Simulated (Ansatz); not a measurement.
Born–Oppenheimer molecular dynamics of Cl3FH4SiZr (10 atoms, charge 0, multiplicity 1). It starts at the highest image of a converged band. Of that band: Neighbouring images differ by up to 1.3 eV, so the band resolves the path poorly. A vibrational analysis at the climbing image gives one clearly imaginary mode, 883i cm⁻¹, and a faint second one (29i cm⁻¹) that may be numerical noise or a soft torsion: probably a first-order saddle point.

Theory: RKS LDA/def2-SVP in Ansatz.

* ensemble: NVE (velocity Verlet)
* time step: 0.5 fs
* steps asked: 200
* starting velocities drawn for: 100 K
* seed: 3781

First frame:

```xyz
10
Properties=species:S:1:pos:R:3
Zr 0.071 0.007 0.019
Cl -0.076 0.429 2.339
Cl 2.127 0.373 -1.024
F -0.856 1.529 -0.597
Cl -1.322 -1.655 -0.846
Si 1.557 -2.489 0.832
H 0.884 -3.826 0.903
H 3.054 -2.537 0.905
H 1.527 -2.440 2.471
H 1.005 -1.545 1.954
```

Problem. How far do the bonds stretch over the last three quarters of this one trajectory? (Pairs bonded in most of those frames.)

Solution. 
```json
{"bond": "Zr1–Cl2", "mean (Å)": "2.364", "spread (Å)": "0.008", "shortest": "2.35", "longest": "2.38"}
{"bond": "Zr1–Cl3", "mean (Å)": "2.340", "spread (Å)": "0.026", "shortest": "2.29", "longest": "2.37"}
{"bond": "Zr1–F4", "mean (Å)": "1.890", "spread (Å)": "0.015", "shortest": "1.86", "longest": "1.91"}
{"bond": "Zr1–Cl5", "mean (Å)": "2.339", "spread (Å)": "0.022", "shortest": "2.30", "longest": "2.37"}
{"bond": "Zr1–Si6", "mean (Å)": "3.002", "spread (Å)": "0.069", "shortest": "2.86", "longest": "3.07"}
{"bond": "Si6–H7", "mean (Å)": "1.521", "spread (Å)": "0.007", "shortest": "1.50", "longest": "1.53"}
{"bond": "Si6–H8", "mean (Å)": "1.522", "spread (Å)": "0.012", "shortest": "1.50", "longest": "1.54"}
{"bond": "H9–H10", "mean (Å)": "0.873", "spread (Å)": "0.036", "shortest": "0.80", "longest": "0.95"}
```

Mean temperature of the second half: 140 K. The conserved energy stayed within 0.024 meV per atom of its start (net change 0.013 meV per atom), so the integration is sound. The system heated up, since it started high on the potential surface and ran downhill. A run of 0.1 ps of so small a system gives no equilibrium averages. The orbitals stay closed-shell, which can raise the energy where a bond breaks towards radicals; this wasn't checked here.

The run took 4.9 min on 4 threads of Arm Neoverse V1 (shared host), peak memory 0.21 GiB.
